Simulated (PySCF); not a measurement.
## Peak assignment

Atom-mapped SMILES (the numbers label the heavy atoms): `[F:1][CH2:2][C:3]#[C:4][SiH2:5][n:6]1[cH:7][cH:8][cH:9][cH:10]1`. Hydrogens are named by the atom that carries them.

[PySCF: shieldings: GIAO PBE0/pcSseg-1; coordinates at the PBE0-D3(BJ)/def2-SVP level; non-relativistic; gas phase; one conformer; one averaged value for each set of equivalent atoms]

References, each an isolated molecule treated in the same way: ¹³C (184.41 ppm) and ¹H (31.27 ppm) vs TMS.

**Question.** Assign these signals to the numbered atoms. ¹³C{¹H} NMR (computed): δ 127.6 (CH), 118.6 (CH), 112.7 (C), 92.1 (C), 70.7 (CH2).

**Answer.** 
127.6 → C7/C10, aromatic CH next to a ring nitrogen
118.6 → C8/C9, aromatic CH
112.7 → C3, alkyne carbon
92.1 → C4, alkyne carbon: the triple bond shields along its axis, which puts it between sp3 and sp2 carbons
70.7 → C2, propargylic sp3 CH2 bonded to F: deshielded by the electronegative neighbour

**Question.** Assign these signals to the numbered atoms. ¹H NMR (600 MHz, computed): δ 6.79 (m, 2H), 6.55 (m, 2H), 5.22 (s, 2H), 5.09 (m, 2H).

**Answer.** 
| δ (ppm) | atoms | environment | reason |
| --- | --- | --- | --- |
| 6.79 | H(C7)/H(C10) | hydrogen on an aromatic CH next to a ring nitrogen | the ring current deshields protons in the ring plane |
| 6.55 | H(C8)/H(C9) | hydrogen on an aromatic CH | aromatic region |
| 5.22 | H(Si5) | hydrogen on a silicon bonded to C, N | – |
| 5.09 | H(C2) | hydrogen on a propargylic sp3 CH2 bonded to F | its carbon carries F, an electronegative neighbour |

Splittings by ¹⁹F in the carbon and heteronuclear signals aren't shown, as no couplings were computed. Shifts are as computed. Against solution values, carbons near 30 ppm lie about +2 ppm off and those near 130 ppm about +5 ppm. Of 1211 compounds with measured shifts, 218 miss one by over three times the rms of a fit or turn the order of signals round; such compounds aren't used in these exercises. No couplings were computed; multiplicities are counted from neighbouring protons, with m where these are inequivalent, close in shift, in a saturated or five-membered ring or joined by F or P, and br s for small geminal =CH2 splittings.
